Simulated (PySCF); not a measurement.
Steps of a relaxation of LaH3(H2O)

LaH3(H2O) (singlet). PySCF 2.14.0, RKS PBE0, La def2-SVP with ECP46, H def2-SVP, O def2-SVP; non-relativistic Hamiltonian with scalar-relativistic core potentials where named; density fitting; no spin-orbit coupling. Origin of the start: template. Columns: position (Å) and force (eV/Å). Energies are counted from the last step; some of the 8 steps are shown. Forces carry noise of the integration grid, about 0.01 to 0.03 eV/Å.

Run from Python with OMP_NUM_THREADS=2. Where DIIS fails, smearing, a level shift and second-order steps follow.
It took 11 s on 2 threads of Arm Neoverse V2, with other jobs on the host, from the converged density of the start.

```xyz
7
step 0  E = 0.250 eV
La    0.1624   -0.1624    0.1624     0.76   -0.72    0.72
H     1.4903    1.1655    1.4903    -0.58   -0.43   -0.55
H    -1.1655   -1.4903    1.4903     0.44    0.56   -0.56
H     1.4903   -1.4903   -1.1655    -0.58    0.55    0.43
O    -1.3156    1.3156   -1.3156    -0.22    0.20   -0.20
H    -1.6563    2.2007   -1.1118     0.09   -0.15    0.01
H    -1.6563    1.1118   -2.2007     0.09   -0.01    0.15
```

```xyz
7
step 2  E = 0.002 eV
La    0.2126   -0.2046    0.2046     0.01   -0.01    0.01
H     1.3853    1.1242    1.4027     0.01    0.04    0.02
H    -1.1098   -1.3937    1.3937    -0.04   -0.01    0.01
H     1.3853   -1.4027   -1.1242     0.01   -0.02   -0.04
O    -1.2882    1.2841   -1.2841    -0.01    0.00    0.00
H    -1.6181    2.1681   -1.0755     0.00   -0.03   -0.02
H    -1.6181    1.0755   -2.1681     0.00    0.02    0.03
```

```xyz
7
step 5  E = 0.000 eV
La    0.2203   -0.2173    0.2173     0.00    0.00    0.00
H     1.3753    1.1601    1.3963    -0.01   -0.01   -0.01
H    -1.1360   -1.3939    1.3939     0.01    0.00    0.00
H     1.3753   -1.3963   -1.1601    -0.01    0.01    0.01
O    -1.2835    1.2693   -1.2693     0.01    0.00    0.00
H    -1.6012    2.1593   -1.0698     0.00    0.01    0.01
H    -1.6012    1.0698   -2.1593     0.00   -0.01   -0.01
```

Q: Where does the relaxation end?

A: It converges at step 7 in Cs:
```xyz
7
step 7  E = 0
La    0.2199   -0.2217    0.2217
H     1.3682    1.1685    1.3893
H    -1.1403   -1.3947    1.3947
H     1.3682   -1.3893   -1.1685
O    -1.2788    1.2657   -1.2657
H    -1.5941    2.1567   -1.0657
H    -1.5941    1.0657   -2.1567
```

Q: How did the contacts change?

A: 
| contact | start (Å) | end (Å) |
| --- | --- | --- |
| La1–H2 (H) | 2.300 | 2.148 |
| La1–H3 (H) | 2.300 | 2.145 |
| La1–H4 (H) | 2.300 | 2.148 |
| La1–O5 (H2O) | 2.560 | 2.583 |
